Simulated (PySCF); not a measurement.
PySCF input (TPSSh/def2-TZVPD):

```python
from pyscf import gto, scf, dft

mol = gto.M(
    atom='''
    Tl   -0.00000000   -0.00000000   -1.13760339
    I     0.00000000    0.00000000    1.73860141
    ''',
    basis='def2-tzvpd',
    ecp='def2-tzvp',
    charge=0,
    spin=0,
    verbose=4,
)

mf = dft.RKS(mol, xc='tpssh').density_fit(auxbasis='def2-universal-jkfit')
mf.grids.level = 3
mf.conv_tol = 1e-9
mf.max_cycle = 100
mf.max_memory = 1500
mf.kernel()
if not mf.converged:
    mf = mf.newton()
    mf.kernel(mf.make_rdm1())
mf.analyze()
```

Output:

```
PySCF version 2.14.0

[INPUT] verbose = 4
[INPUT] num. atoms = 2
[INPUT] num. electrons = 46
[INPUT] charge = 0
[INPUT] spin (= nelec alpha-beta = 2S) = 0
[INPUT] symmetry False subgroup None
[INPUT] Mole.unit = angstrom
[INPUT] Symbol           X                Y                Z      unit          X                Y                Z       unit  Magmom
[INPUT]  1 Tl     0.000000000000   0.000000000000  -1.137603390000 AA    0.000000000000   0.000000000000  -2.149758845477 Bohr   0.0
[INPUT]  2 I      0.000000000000   0.000000000000   1.738601410000 AA    0.000000000000   0.000000000000   3.285480504683 Bohr   0.0

nuclear repulsion = 96.5918823767348
number of shells = 37
number of NR pGTOs = 201
number of NR cGTOs = 115
basis = def2-tzvpd
ecp = def2-tzvp

******** <class 'pyscf.df.df_jk.DFRKS'> ********
method = DFRKS
initial guess = minao
damping factor = 0
level_shift factor = 0
DIIS = <class 'pyscf.scf.diis.CDIIS'>
diis_start_cycle = 1
diis_space = 8
diis_damp = 0
SCF conv_tol = 1e-09
SCF conv_tol_grad = None
SCF max_cycles = 100
direct_scf = False
XC library pyscf.dft.libxc version 7.1.2
    S. Lehtola, C. Steigemann, M. J. T. Oliveira, and M. A. L. Marques,  SoftwareX 7, 1–5 (2018)
XC functionals = tpssh
    V. N. Staroverov, G. E. Scuseria, J. Tao, and J. P. Perdew,  J. Chem. Phys. 119, 12129 (2003)
radial grids:
    Treutler-Ahlrichs [JCP 102, 346 (1995); DOI:10.1063/1.469408] (M4) radial grids

becke partition: Becke, JCP 88, 2547 (1988); DOI:10.1063/1.454033
pruning grids: <function nwchem_prune>
grids dens level: 3
symmetrized grids: False
atomic radii adjust function: <function treutler_atomic_radii_adjust>
small_rho_cutoff = 0
Set gradient conv threshold to 3.16228e-05
Initial guess from minao.
tot grids = 44888
******** <class 'pyscf.df.df.DF'> ********
auxbasis = def2-universal-jkfit
init E= -397.516119606716
  HOMO = -1.12418966786872  LUMO = -0.75544174655341  gap/eV = 10.03414
cycle= 1 E= -467.766328674545  delta_E= -70.3  |g|= 3.85  |ddm|= 21.7
  HOMO = -0.027332418734324  LUMO = 0.0232521843114046  gap/eV = 1.37648
cycle= 2 E= -462.364372870899  delta_E=  5.4  |g|= 5.13  |ddm|=   11
  HOMO = -0.287480900516573  LUMO = -0.137599848528471  gap/eV = 4.07847
cycle= 3 E= -469.401356848839  delta_E= -7.04  |g|= 1.56  |ddm|= 7.26
  HOMO = -0.251894678597379  LUMO = -0.110128742353404  gap/eV = 3.85765
cycle= 4 E= -470.12190031751  delta_E= -0.721  |g|= 0.568  |ddm|=  2.9
  HOMO = -0.17571237109748  LUMO = -0.0897331242190617  gap/eV = 2.33961
cycle= 5 E= -470.076346970873  delta_E= 0.0456  |g|= 0.438  |ddm|= 1.01
  HOMO = -0.227645132380249  LUMO = -0.0758784437012087  gap/eV = 4.12978
cycle= 6 E= -470.16633897112  delta_E= -0.09  |g|= 0.112  |ddm|= 0.738
  HOMO = -0.229388478613267  LUMO = -0.0847963545040862  gap/eV = 3.93455
cycle= 7 E= -470.167533574029  delta_E= -0.00119  |g|= 0.0796  |ddm|= 0.191
  HOMO = -0.231664616080153  LUMO = -0.0828413827050601  gap/eV = 4.04969
cycle= 8 E= -470.168799636093  delta_E= -0.00127  |g|= 0.00876  |ddm|= 0.0622
  HOMO = -0.231909632423158  LUMO = -0.0821931607278743  gap/eV = 4.07399
cycle= 9 E= -470.168818910477  delta_E= -1.93e-05  |g|= 0.00149  |ddm|= 0.0125
  HOMO = -0.231840063841574  LUMO = -0.0820430125563167  gap/eV = 4.07619
cycle= 10 E= -470.168819297986  delta_E= -3.88e-07  |g|= 0.000489  |ddm|= 0.00297
  HOMO = -0.231834769545845  LUMO = -0.082070223513396  gap/eV = 4.07530
cycle= 11 E= -470.168819360465  delta_E= -6.25e-08  |g|= 4.8e-05  |ddm|= 0.000578
  HOMO = -0.231824346920008  LUMO = -0.0820720296879072  gap/eV = 4.07497
cycle= 12 E= -470.168819361327  delta_E= -8.62e-10  |g|= 4.92e-06  |ddm|= 0.00014
  HOMO = -0.231826138584699  LUMO = -0.0820723887686265  gap/eV = 4.07501
Extra cycle  E= -470.168819361322  delta_E= 4.55e-12  |g|= 6.49e-06  |ddm|= 1.69e-05
converged SCF energy = -470.168819361322
**** SCF Summaries ****
Total Energy =                        -470.168819361322335
Nuclear Repulsion Energy =              96.591882376734787
One-electron Energy =                -1013.251475966854059
Two-electron Energy =                  446.490774228796909
Two-electron Coulomb Energy =          483.529972191558329
DFT Exchange-Correlation Energy =      -37.039197962761428
HOMO-LUMO gap [eV] =                     4.075007094187663
**** MO energy ****
MO #1   energy= -6.71484433260947  occ= 2
MO #2   energy= -4.96702089631045  occ= 2
MO #3   energy= -4.74634455312929  occ= 2
MO #4   energy= -4.74346758704321  occ= 2
MO #5   energy= -4.74346758704321  occ= 2
MO #6   energy= -2.95524831095393  occ= 2
MO #7   energy= -2.95524831095392  occ= 2
MO #8   energy= -2.9489140066631   occ= 2
MO #9   energy= -1.82014472595449  occ= 2
MO #10  energy= -1.8190627683945   occ= 2
MO #11  energy= -1.81906276839449  occ= 2
MO #12  energy= -1.81653437913928  occ= 2
MO #13  energy= -1.81653205245858  occ= 2
MO #14  energy= -0.644841590520854 occ= 2
MO #15  energy= -0.633665717731636 occ= 2
MO #16  energy= -0.633664758139772 occ= 2
MO #17  energy= -0.628072799937218 occ= 2
MO #18  energy= -0.628072799937215 occ= 2
MO #19  energy= -0.606858493515771 occ= 2
MO #20  energy= -0.392881499625766 occ= 2
MO #21  energy= -0.234414647555336 occ= 2
MO #22  energy= -0.231826138584704 occ= 2
MO #23  energy= -0.231826138584699 occ= 2
MO #24  energy= -0.0820723887686265 occ= 0
MO #25  energy= -0.082072388768617 occ= 0
MO #26  energy= -0.0305686602883348 occ= 0
MO #27  energy= 0.00028523496508992 occ= 0
MO #28  energy= 0.0358837189162484 occ= 0
MO #29  energy= 0.0358837189162529 occ= 0
MO #30  energy= 0.038719933550449  occ= 0
MO #31  energy= 0.0473219684606954 occ= 0
MO #32  energy= 0.0473220028579764 occ= 0
MO #33  energy= 0.0578215302411647 occ= 0
MO #34  energy= 0.0578215302411672 occ= 0
MO #35  energy= 0.0631739484733595 occ= 0
MO #36  energy= 0.0848805048166223 occ= 0
MO #37  energy= 0.105372644332533  occ= 0
MO #38  energy= 0.105372644332541  occ= 0
MO #39  energy= 0.124245631119289  occ= 0
MO #40  energy= 0.124245791672764  occ= 0
MO #41  energy= 0.13841832314243   occ= 0
MO #42  energy= 0.153477712551371  occ= 0
MO #43  energy= 0.153477712551373  occ= 0
MO #44  energy= 0.205449901636143  occ= 0
MO #45  energy= 0.227768100060629  occ= 0
MO #46  energy= 0.227768286406889  occ= 0
MO #47  energy= 0.232260952542469  occ= 0
MO #48  energy= 0.254337886166123  occ= 0
MO #49  energy= 0.254337886166126  occ= 0
MO #50  energy= 0.297198985529292  occ= 0
MO #51  energy= 0.297198985529294  occ= 0
MO #52  energy= 0.318485881114125  occ= 0
MO #53  energy= 0.356524340270698  occ= 0
MO #54  energy= 0.383530720743466  occ= 0
MO #55  energy= 0.383532208587682  occ= 0
MO #56  energy= 0.403072268451926  occ= 0
MO #57  energy= 0.403072268451929  occ= 0
MO #58  energy= 0.491775388037857  occ= 0
MO #59  energy= 0.573111466646183  occ= 0
MO #60  energy= 0.573111466646188  occ= 0
MO #61  energy= 0.633945623633812  occ= 0
MO #62  energy= 0.662291079639452  occ= 0
MO #63  energy= 0.662291079639462  occ= 0
MO #64  energy= 0.663183130091726  occ= 0
MO #65  energy= 0.663183257862381  occ= 0
MO #66  energy= 0.669145873474448  occ= 0
MO #67  energy= 0.687293608076022  occ= 0
MO #68  energy= 0.687293608076024  occ= 0
MO #69  energy= 0.826732358313348  occ= 0
MO #70  energy= 0.871768075091529  occ= 0
MO #71  energy= 0.871768876020775  occ= 0
MO #72  energy= 0.893568038786102  occ= 0
MO #73  energy= 0.893568038786103  occ= 0
MO #74  energy= 0.894855828127726  occ= 0
MO #75  energy= 0.894855828127727  occ= 0
MO #76  energy= 0.905937987379028  occ= 0
MO #77  energy= 0.905948776294782  occ= 0
MO #78  energy= 0.906241149059766  occ= 0
MO #79  energy= 1.00600222146199   occ= 0
MO #80  energy= 1.006002221462     occ= 0
MO #81  energy= 1.14660229603207   occ= 0
MO #82  energy= 1.25558305079439   occ= 0
MO #83  energy= 1.25558305079442   occ= 0
MO #84  energy= 1.47136451591309   occ= 0
MO #85  energy= 1.52580806913187   occ= 0
MO #86  energy= 1.52581078410879   occ= 0
MO #87  energy= 1.5839811030626    occ= 0
MO #88  energy= 1.58398110306261   occ= 0
MO #89  energy= 1.63814536125855   occ= 0
MO #90  energy= 2.05220871979635   occ= 0
MO #91  energy= 2.05220871979636   occ= 0
MO #92  energy= 2.06483709387152   occ= 0
MO #93  energy= 2.06483911791663   occ= 0
MO #94  energy= 2.13633940420681   occ= 0
MO #95  energy= 2.13633940420682   occ= 0
MO #96  energy= 2.29504063807285   occ= 0
MO #97  energy= 2.66738097428416   occ= 0
MO #98  energy= 3.06722949579069   occ= 0
MO #99  energy= 3.0672294957907    occ= 0
MO #100 energy= 3.07022659569631   occ= 0
MO #101 energy= 3.07025693146548   occ= 0
MO #102 energy= 3.12054197674176   occ= 0
MO #103 energy= 3.12054197674177   occ= 0
MO #104 energy= 3.23805074154724   occ= 0
MO #105 energy= 4.3552213763314    occ= 0
MO #106 energy= 34.5278910619069   occ= 0
MO #107 energy= 34.5278910619069   occ= 0
MO #108 energy= 34.6173012961357   occ= 0
MO #109 energy= 34.92905691088     occ= 0
MO #110 energy= 35.7446072680005   occ= 0
MO #111 energy= 35.7446072680005   occ= 0
MO #112 energy= 35.8812515346534   occ= 0
MO #113 energy= 42.7963109676442   occ= 0
MO #114 energy= 118.189597421502   occ= 0
MO #115 energy= 129.197137043738   occ= 0

WARN: Weak orthogonality for localized orbitals 4.89760498218769e-09

 ** Mulliken pop on meta-lowdin orthogonal AOs  **
 ** Mulliken pop  **
pop of  0 Tl 5s           1.80616
pop of  0 Tl 6s           1.96684
pop of  0 Tl 7s           0.01087
pop of  0 Tl 8s           0.01547
pop of  0 Tl 9s           0.03220
pop of  0 Tl 10s          0.06154
pop of  0 Tl 11s          0.08913
pop of  0 Tl 5px          0.00731
pop of  0 Tl 5py          0.00731
pop of  0 Tl 5pz          0.00795
pop of  0 Tl 6px          1.65911
pop of  0 Tl 6py          1.65911
pop of  0 Tl 6pz          1.67315
pop of  0 Tl 7px          0.16780
pop of  0 Tl 7py          0.16659
pop of  0 Tl 7pz          0.15433
pop of  0 Tl 8px          0.14026
pop of  0 Tl 8py          0.14795
pop of  0 Tl 8pz          0.45942
pop of  0 Tl 9px          0.13178
pop of  0 Tl 9py          0.13531
pop of  0 Tl 9pz          0.13626
pop of  0 Tl 5dxy         1.30147
pop of  0 Tl 5dyz         1.29805
pop of  0 Tl 5dz^2        1.29991
pop of  0 Tl 5dxz         1.34557
pop of  0 Tl 5dx2-y2      1.34374
pop of  0 Tl 6dxy         0.00427
pop of  0 Tl 6dyz         0.00080
pop of  0 Tl 6dz^2        0.00074
pop of  0 Tl 6dxz         0.28275
pop of  0 Tl 6dx2-y2      0.26958
pop of  0 Tl 7dxy         0.38655
pop of  0 Tl 7dyz         0.41213
pop of  0 Tl 7dz^2        0.42834
pop of  0 Tl 7dxz         0.34458
pop of  0 Tl 7dx2-y2      0.35988
pop of  0 Tl 8dxy         0.31026
pop of  0 Tl 8dyz         0.30661
pop of  0 Tl 8dz^2        0.27117
pop of  0 Tl 8dxz         0.02617
pop of  0 Tl 8dx2-y2      0.11955
pop of  0 Tl 5f-3         0.00000
pop of  0 Tl 5f-2         0.00146
pop of  0 Tl 5f-1         0.00179
pop of  0 Tl 5f+0         0.00118
pop of  0 Tl 5f+1         0.00000
pop of  0 Tl 5f+2         0.00000
pop of  0 Tl 5f+3         0.00000
pop of  0 Tl 6f-3         0.00000
pop of  0 Tl 6f-2         0.00300
pop of  0 Tl 6f-1         0.00398
pop of  0 Tl 6f+0         0.00264
pop of  0 Tl 6f+1         0.00001
pop of  0 Tl 6f+2         0.00000
pop of  0 Tl 6f+3         0.00000
pop of  1 I 4s            1.77109
pop of  1 I 5s            1.96921
pop of  1 I 6s            0.01318
pop of  1 I 7s            0.03620
pop of  1 I 8s            0.04101
pop of  1 I 9s            0.00708
pop of  1 I 10s           0.14984
pop of  1 I 4px           0.02132
pop of  1 I 4py           0.33344
pop of  1 I 4pz           0.33344
pop of  1 I 5px           1.63914
pop of  1 I 5py           1.69025
pop of  1 I 5pz           1.69026
pop of  1 I 6px           0.20706
pop of  1 I 6py           1.83566
pop of  1 I 6pz           1.74860
pop of  1 I 7px           1.40331
pop of  1 I 7py           0.00417
pop of  1 I 7pz           0.00493
pop of  1 I 8px           0.11925
pop of  1 I 8py           0.00142
pop of  1 I 8pz           0.00228
pop of  1 I 9px           0.14150
pop of  1 I 9py           0.00357
pop of  1 I 9pz           0.00383
pop of  1 I 4dxy          1.40397
pop of  1 I 4dyz          1.40535
pop of  1 I 4dz^2         1.40398
pop of  1 I 4dxz          1.40459
pop of  1 I 4dx2-y2       1.99491
pop of  1 I 5dxy          0.23253
pop of  1 I 5dyz          0.24681
pop of  1 I 5dz^2         0.23869
pop of  1 I 5dxz          0.25340
pop of  1 I 5dx2-y2       0.00218
pop of  1 I 6dxy          0.18719
pop of  1 I 6dyz          0.20184
pop of  1 I 6dz^2         0.18757
pop of  1 I 6dxz          0.18181
pop of  1 I 6dx2-y2       0.00280
pop of  1 I 7dxy          0.17762
pop of  1 I 7dyz          0.19573
pop of  1 I 7dz^2         0.17177
pop of  1 I 7dxz          0.16003
pop of  1 I 7dx2-y2       0.00102
pop of  1 I 4f-3          0.00000
pop of  1 I 4f-2          0.00000
pop of  1 I 4f-1          0.00019
pop of  1 I 4f+0          0.00089
pop of  1 I 4f+1          0.00019
pop of  1 I 4f+2          0.00000
pop of  1 I 4f+3          0.00000
pop of  1 I 5f-3          0.00000
pop of  1 I 5f-2          0.00000
pop of  1 I 5f-1          0.00168
pop of  1 I 5f+0          0.00855
pop of  1 I 5f+1          0.00162
pop of  1 I 5f+2          0.00000
pop of  1 I 5f+3          0.00000
 ** Mulliken atomic charges  **
charge of    0Tl =      0.23798
charge of    1I =     -0.23798
Dipole moment(X, Y, Z, Debye): -0.00000, -0.00000, -4.73611
```
